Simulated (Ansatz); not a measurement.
Species: [B(Cl)3(N(CH3)3)] (charge 0, multiplicity 1), formula C3H9BCl3N.

How many basis functions does Ansatz (a program for electronic structure) with frozen-core CCSD(T)/cc-pVTZ // B3LYP-D3(BJ)/def2-SVP use, how many core orbitals are frozen, and how many electrons are correlated?

378 basis functions and 20 frozen orbitals, which leaves 50 correlated electrons. Core time is of the order of hours.
